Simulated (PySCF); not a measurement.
FeO, SMILES [O]=[Fe] (connectivity only; charge and spin as stated), neutral, multiplicity 5.

The structure is a stationary point at B3LYP-D3(BJ)/def2-TZVPD. The spin state was assumed, not searched.

All values below come from ωB97X/def2-TZVPD (PySCF).

The molecule is in vacuum.

### Question
Estimate the frontier levels, dipole moment and polarisability. (The exact figures need the calculation; the answer reports its results.)

### Answer

The α spin, highest occupied and lowest empty level comes out as -8.91 and -0.84 eV and the β spin, highest occupied and lowest empty level is -9.12 and -1.10 eV. The dipole moment comes out as 6.05 D and the mean static polarisability is 37.7 bohr³ (5.58 Å³). The polarisability, principal values is 31.5, 31.5, 49.9 bohr³. The ⟨S²⟩ comes out as 6.022 (pure state 6.00).
